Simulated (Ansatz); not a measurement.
`OC(Cl)[SiH2]Cl` + CH₄ → `CC(Cl)[SiH2]Cl` + H₂O at 600 K and 1 bar (formal exchange of groups at a C–O bond).

Isolated molecules relaxed with PBE0-D4/def2-TZVP in Ansatz; ΔE leaves out vibrations. CBS: MP2 limit from def2 TZ/QZ plus the TZ coupled-cluster correction, frozen cores. This one scheme is used for every species. One conformer a species, not always the lowest.

| species | CCSD(T)/CBS energy (Eh) | H − E (kJ/mol) | S (J/(mol·K)) |
| --- | --- | --- | --- |
| `OC(Cl)[SiH2]Cl` | -1324.30806 | 196.0 | 438.4 |
| CH₄ | -40.46206 | 140.4 | 215.7 |
| `CC(Cl)[SiH2]Cl` | -1288.40964 | 261.8 | 454.0 |
| H₂O | -76.37941 | 76.8 | 212.8 |

H − E and S are ideal-gas, rigid-rotor, harmonic terms from PBE0-D4/def2-TZVP, for one conformer and one mirror image of each species. 1 Eh = 2625.50 kJ/mol, R = 8.31446 J/(mol·K).

Question: By hand: ΔE, ΔH, ΔS and ΔG.

Answer: ΔE = (-1288.40964) + (-76.37941) − (-1324.30806) − (-40.46206) = -0.01893 Eh = -49.7 kJ/mol. Δ(H − E) = 261.8 + 76.8 − 196.0 − 140.4 = 2.2, so ΔH = -47.5 kJ/mol. ΔS = 454.0 + 212.8 − 438.4 − 215.7 = 12.7 J/(mol·K). ΔG = -47.5 − 600 × (12.7)/1000 = -55.1 kJ/mol.

Question: By hand: the equilibrium constant, and the temperature at which ΔG would vanish if ΔH and ΔS stayed fixed.

Answer: log₁₀ K = −ΔG/(RT ln 10) = 4.8. ΔH and −TΔS have one sign here, so there is no such temperature.

The number of gas molecules stays the same, so ΔS is small and ΔH decides. A doubt of 5 kJ/mol in ΔE shifts log₁₀ K by 0.4 here. Other conformers and mirror images would add mixing entropy, several J/(mol·K) or more a flexible species. These are equilibria of isolated gas molecules and say nothing of rates. Largest T1 diagnostic: 0.011 (customary marks: 0.02 for closed shells, 0.045 for open ones).

ΔS is within the doubt of such terms, so its sign, and with it that verdict, could turn.
